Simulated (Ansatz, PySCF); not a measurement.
Spin states of HNbO (SMILES [OH][Nb]), each relaxed with B3LYP-D3(BJ)/def2-TZVP.
State 1 (charge 0, multiplicity 5):
```xyz
3

Nb    -0.969    -0.706    -0.890
O      0.338    -0.086     0.359
H      0.598     0.840     0.461
```
State 2 (charge 0, multiplicity 1):
```xyz
3

Nb    -0.958    -0.835    -0.855
O      0.165     0.170     0.132
H      0.760     0.712     0.653
```

Singlets are restricted, other states unrestricted; no spin–orbit coupling, no relativity up to Kr; see below for the cores. The largest T1 diagnostic is 0.027.

Correlated levels freeze the inner cores; with def2 sets outer-core shells near the valence are correlated too.

Run with Ansatz (Gaussian orbitals); PySCF for the dispersion terms. Each number belongs to the level named beside it. In def2 rows elements past Kr take small-core potentials, without spin–orbit coupling.

| level | energy of the multiplicity-1 state less that of the multiplicity-5 state (eV) |
|---|---|
| SVWN5/def2-TZVPP | 1.221 |
| PBE-D4/def2-TZVPP | 1.502 |
| r2SCAN-D3(BJ)/def2-TZVPP | 1.932 |
| B97M-V/def2-TZVPP | 1.368 |
| B3LYP-D3(BJ)/def2-TZVPP | 1.179 |
| PBE0-D3(BJ)/def2-TZVPP | ___ |
| BHLYP-D4/def2-TZVPP | ___ |
| wB97M-V/def2-TZVPP | 1.137 |
| B2PLYP-D3(BJ)/def2-TZVPP | 1.148 |

What belongs in the gaps?


- PBE0-D3(BJ)/def2-TZVPP, energy of the multiplicity-1 state less that of the multiplicity-5 state (eV): 1.660
- BHLYP-D4/def2-TZVPP, energy of the multiplicity-1 state less that of the multiplicity-5 state (eV): 1.302

Doubts at one or more of the structures used: a restricted determinant that unrestricted orbitals would lower (B2PLYP-D3(BJ)/def2-TZVPP).

Ansatz is a first-principles code.
